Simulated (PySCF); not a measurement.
**Spinor energies of C⁴⁺ (carbon, charge +4)**

Start: 1s2. Calculated with PySCF 2.14 in x2c-TZVPPall-2c: generalised Hartree-Fock with the X2C-1e Hamiltonian and a Gaussian nucleus; one run each with spin-orbit coupling (SO) switched off, then screened by Boettger's factors.

```
spinor shell  electrons  ε, spin-free (eV)  ε, screened SO (eV)  weight of nominal j (screened SO)  rms radius, screened SO (bohr)
       1s1/2          2            -392.46              -392.46                              1.000                           0.309
```

```csv
quantity,spin-free,screened SO
E (hartree),-32.37423,-32.37423
M_J,0,0
⟨J²⟩,0.000,0.000
⟨L²⟩,0.000,0.000
⟨S²⟩,0.000,0.000
```

Without spin-orbit coupling the j labels of p, d and f shells carry no meaning; the spin-free column gives the mean over the occupied spinors of each nl shell.
